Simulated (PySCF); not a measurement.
PySCF 2.14 output of an unrestricted B3LYP calculation on a single atom or ion in cc-pVDZ-DK, with the spin-free X2C one-electron Hamiltonian (Gaussian nucleus):

```
SCF conv_tol = 1e-09
number electrons alpha = 15  beta = 14
    P. J. Stephens, F. J. Devlin, C. F. Chabalowski, and M. J. Frisch.,  J. Phys. Chem. 98, 11623 (1994)
cycle= 1 E= -1942.80419719914  delta_E= -0.00518  |g|= 0.0419  |ddm|= 0.406
cycle= 2 E= -1942.80475818081  delta_E= -0.000561  |g|= 0.0166  |ddm|= 0.132
cycle= 3 E= -1942.80486521055  delta_E= -0.000107  |g|= 6.08e-05  |ddm|= 0.0249
cycle= 4 E= -1942.80486521472  delta_E= -4.18e-09  |g|= 2.28e-06  |ddm|= 0.00112
cycle= 5 E= -1942.80486521472  delta_E= -1.59e-12  |g|= 1.28e-07  |ddm|= 7.63e-06
converged SCF energy = -1942.80486521472  <S^2> = 0.7501427  2S+1 = 2.0001427
```

The run itself started from symmetry-adapted Hartree-Fock orbitals and held the occupation by maximum overlap, on a logarithmic radial grid, so the iterations belong to that start.

Problem. Which element, charge and spin multiplicity is this?

Solution. Ga²⁺ (gallium, charge +2), multiplicity 2; the state was [Ar] 3d10 4s1, 2S determinant.
